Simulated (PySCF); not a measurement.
**Ionisation energy along the 14-electron series**

Calculated with PySCF 2.14 and a two-component X2C-1e Hamiltonian (Gaussian nucleus, no Breit or QED terms), each ion in its own even-tempered basis scaled to its charge; GMP2 freezes 1s2 and drops the highest virtual spinors. Values in eV. NIST values: (m) measured, (s) semi-empirical, (t) theoretical.

```
  ion  configuration  GHF (spin-free)  GMP2 (spin-free)  GHF (screened spin-orbit)  GMP2 (screened spin-orbit)          NIST
Er⁵⁴⁺   [Ne] 3s2 3p2           5176.3            5177.1                     5334.1                      5335.9  5329 ± 5 (t)
Yb⁵⁶⁺   [Ne] 3s2 3p2           5552.7            5553.6                     5735.6                      5737.5  5731 ± 5 (t)
```

Question: Fill in the row of Tm⁵⁵⁺.

Answer: configuration: [Ne] 3s2 3p2; GHF (spin-free): 5362.8; GMP2 (spin-free): 5363.6; GHF (screened spin-orbit): 5532.8; GMP2 (screened spin-orbit): 5534.6; NIST: 5527 ± 5 (t).
